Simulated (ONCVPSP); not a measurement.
# u(r) = r·R(r): atom against pseudo-atom (iron (Fe))

Columns: radius, all-electron u(r) and pseudo u(r) of the 3p shell (level -68.54 eV) of iron in the configuration [Ne] 3s2 3p6 3d6 4s1; LDA (Perdew-Wang 92), scalar-relativistic, ONCV scheme, ONCVPSP 4.0.1.

```
r (bohr)  all-electron  pseudo
   0.080       -0.4505  0.0404
   0.160       -0.5948  0.1549
   0.240       -0.3113  0.3251
   0.320        0.1240  0.5254
   0.400        0.5320  0.7270
   0.480        0.8405  0.9041
   0.560        1.0372  1.0377
   0.640        1.1363  1.1181
   0.720        1.1611  1.1453
   0.800        1.1340  1.1262
   0.880        1.0736  1.0716
   0.960        0.9942  0.9944
   1.040        0.9056  0.9059
   1.120        0.8146  0.8146
   1.200        0.7258  0.7256
   1.280        0.6417  0.6415
   1.360        0.5638  0.5637
   1.440        0.4930  0.4929
   1.520        0.4292  0.4291
   1.600        0.3724  0.3723
   1.680        0.3221  0.3221
   1.760        0.2780  0.2779
   1.840        0.2394  0.2393
   1.920        0.2057  0.2057
   2.000        0.1765  0.1765
   2.080        0.1513  0.1512
```

(1) How many radial nodes do the two functions have?

(2) At about which radius was the pseudo-wave matched?

(3) Where does each function peak?

(4) Is the pseudo-wave norm-conserving?

## Answers

(1) The all-electron 3p function has n − l − 1 = 1; the pseudo-wave has 0, since the states of the same l below it are removed with the core.

(2) 1.25 bohr. The columns agree to 0.0005 from 0.96 bohr on; several derivatives are matched, so the curves merge somewhat inside the radius.

(3) Outermost all-electron maximum near 0.72 bohr, pseudo maximum near 0.72 bohr (to the table’s step).

(4) Yes: the ONCV scheme keeps the norm inside the radius equal to the all-electron one, which fixes the energy derivative of the logarithmic derivative at the level.
